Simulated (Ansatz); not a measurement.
System: methyltin tribromide, CH3Br3Sn (charge 0, singlet). 
Geometry from a B3LYP-D3(BJ)/def2-TZVP (Ansatz, a first-principles code) optimisation:
```xyz
8

C     -2.5720    -0.3206     0.0878
Sn    -0.4499    -0.0561     0.0154
Br     0.5890    -1.5599    -1.6721
Br     0.1471     2.2819    -0.5896
Br     0.5966    -0.5558     2.2161
H     -2.7738    -1.3549     0.3553
H     -2.9708     0.3579     0.8379
H     -2.9742    -0.0898    -0.8956
```
Charge 0, spin multiplicity 1.

Wanted: atomisation energy (electronic, to ground-state atoms), in eV. Cores are frozen in the correlated levels unless marked. UHF or UKS for open shells. Spin-orbit coupling is left out. Frozen are the shells of the preceding noble gas and the d and f shells that filled before the atom's block. Past Kr the def2 sets carry scalar-relativistic core potentials. STO-3G rows are all-electron and non-relativistic. The coupled-cluster limit lacks core correlation, which all-electron functionals hold. CBS(X,Y): correlation extrapolated as X^-3; Hartree-Fock from the larger set.

| level | program | atomisation energy (eV) |
|---|---|---|
| PBE-D3(BJ)/def2-TZVPD | Ansatz + dftd3 | 25.50 |
| PBE-D4/def2-TZVPD | Ansatz + dftd4 | 25.52 |
| BLYP/def2-TZVPD | Ansatz | 24.08 |
| r2SCAN/def2-TZVPD | Ansatz | 25.28 |
| PBE0/STO-3G | Ansatz | 32.98 |
| BHLYP-D3(BJ)/def2-TZVPD | Ansatz + dftd3 | 24.39 |
| RI-MP2/CBS(def2-TZVPPD,def2-QZVPPD) | Ansatz | 25.72 |

Task: Predict the CCSD(T)/CBS(def2-TZVPPD,def2-QZVPPD) result (Ansatz).

Result: 25.25 eV
